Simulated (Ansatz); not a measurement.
`SCCCCc1ccc(/N=N/c2ccccc2)cc1` was relaxed with PBE-D4 (def2-SVP) in Ansatz in these states: charge +1 doublet, neutral singlet. The geometries follow in no particular order.

A:

```xyz
37

S    -5.102    1.967    2.755
C    -4.041    3.115    1.804
C    -2.540    2.873    2.000
C    -1.688    3.783    1.108
C    -0.167    3.581    1.298
C     0.325    2.229    0.860
C     0.725    1.252    1.802
C     1.155   -0.009    1.391
C     1.201   -0.313    0.008
N     1.618   -1.582   -0.345
N     1.957   -1.932   -1.482
C     2.043   -3.244   -1.915
C     2.703   -3.465   -3.152
C     2.805   -4.766   -3.647
C     2.248   -5.837   -2.924
C     1.586   -5.614   -1.697
C     1.474   -4.324   -1.185
C     0.796    0.652   -0.956
C     0.369    1.900   -0.522
H    -4.769    2.432    3.995
H    -4.325    4.158    2.056
H    -4.336    2.945    0.748
H    -2.315    1.805    1.790
H    -2.275    3.042    3.067
H    -1.954    3.618    0.041
H    -1.923    4.848    1.320
H     0.360    4.360    0.706
H     0.101    3.753    2.361
H     0.700    1.494    2.875
H     1.464   -0.776    2.116
H     3.121   -2.604   -3.693
H     3.318   -4.952   -4.602
H     2.328   -6.861   -3.319
H     1.158   -6.462   -1.141
H     0.967   -4.118   -0.231
H     0.841    0.395   -2.024
H     0.072    2.656   -1.266
```

B:

```xyz
37

S    -3.845    4.875   -0.263
C    -3.994    3.585    1.033
C    -3.749    2.159    0.541
C    -3.821    1.123    1.667
C    -3.591   -0.329    1.197
C    -2.203   -0.570    0.653
C    -1.946   -0.569   -0.733
C    -0.647   -0.745   -1.222
C     0.431   -0.932   -0.332
N     1.700   -1.105   -0.922
N     2.649   -1.307   -0.106
C     3.921   -1.471   -0.698
C     4.983   -1.740    0.193
C     6.283   -1.919   -0.295
C     6.531   -1.827   -1.675
C     5.474   -1.556   -2.566
C     4.174   -1.379   -2.088
C     0.186   -0.936    1.062
C    -1.112   -0.756    1.537
H    -4.893    4.444   -1.021
H    -4.981    3.676    1.533
H    -3.231    3.872    1.788
H    -2.760    2.116    0.037
H    -4.500    1.908   -0.242
H    -3.070    1.374    2.449
H    -4.814    1.182    2.165
H    -3.773   -1.012    2.054
H    -4.345   -0.584    0.422
H    -2.781   -0.428   -1.436
H    -0.429   -0.747   -2.301
H     4.749   -1.804    1.267
H     7.109   -2.130    0.402
H     7.553   -1.966   -2.061
H     5.675   -1.483   -3.647
H     3.326   -1.167   -2.755
H     1.040   -1.088    1.737
H    -1.299   -0.764    2.624
```

Problem. Judge from the bond lengths which geometry belongs to which state (an estimate).

Solution. A is the charge +1 doublet (N10–N11 1.237 Å, C9–N10 1.381 Å, N11–C12 1.385 Å); B is the neutral singlet (N10–N11 1.268 Å, C9–N10 1.410 Å, N11–C12 1.413 Å).

At PBE-D4/def2-SVP the gap within one spin of the relaxed charge 1 doublet nearly closes, so an electron or hole may be smeared out by delocalisation error.
